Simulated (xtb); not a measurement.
antimony atom (Sb), quartet. Base run: GFN2-xTB run with xtb 6.7.1.

The xtb input:
```
$ xtb mol.xyz --gfn 2 --uhf 3 --json

# file mol.xyz
1

Sb     0.00000000     0.00000000     0.00000000
```

Variants of this job, named by their change:

```
change           ΔE vs base (kcal/mol)  G_solv (kcal/mol)  SCF cycles
---------------  ---------------------  -----------------  ----------
base                             0.000                  -           3
alpb = methanol                  -2.29              -2.29           3
alpb = dmf                       -1.89              -1.89           3
etemp = 1000                     0.000                  -           3
acc = 30                         0.000                  -           3
etemp = 10000                    -1.39                  -          13
file = coord                     0.000                  -           3
acc = 0.0001                     0.000                  -           3
```

ALPB and GBSA are two models with their own fitted parameters for each solvent, which aren't always the measured dielectric constant.
